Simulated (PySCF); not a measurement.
SbF2, SMILES [F][Sb][F], multiplicity 2.

The structure is a stationary point at B3LYP-D3(BJ)/def2-TZVP. The multiplicity is an assumed one; other spin states were not compared. The isomer is the one that the SMILES or the coordinates give; other isomers of the formula were not compared. The def2 effective core potentials stand for the cores of Sb; spin–orbit coupling is left out.

Method: B3LYP-D3(BJ)/def2-TZVP run with PySCF.

Frequencies are harmonic and unscaled.

Computed harmonic wavenumbers and intensities:
```csv
mode,ν (cm⁻¹),IR (km/mol),moving atoms (share of kinetic energy)
1,199,7.9,"F 90 %, Sb 10 %"
2,602,106.8,"F 85 %, Sb 15 %"
3,621,77.2,"F 87 %, Sb 13 %"
```
